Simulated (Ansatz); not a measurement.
Basis-set extrapolation for `C/C(F)=C/C(F)F` (PBE0-D4/def2-TZVP geometry, frozen core, Ansatz). Multiplicity 1, RHF reference.

```tsv
	def2-TZVPP	def2-QZVPP
HF	-452.874207	-452.893902
MP2 correlation	-1.392582	-1.507422
CCSD(T) correlation	-1.475074	not run
```

Energies in hartree. Use E(X) = E(∞) + A·exp(−7.88·√X) for Hartree–Fock and E(X) = E(∞) + B·X^(−2.97) for correlation, with X = 3 and 4, and add CCSD(T) minus MP2 of the smaller set to the MP2 limit.

What is the CCSD(T) energy at the basis-set limit?

HF limit: -452.893902 + (-0.019695) × 0.13774 = -452.89661. MP2 limit: -1.507422 + (-0.114840) × 0.74074 = -1.59249. Higher-order term: -1.475074 − (-1.392582) = -0.08249. Total: -454.57159 hartree, 583.7 kJ/mol below CCSD(T)/def2-TZVPP.
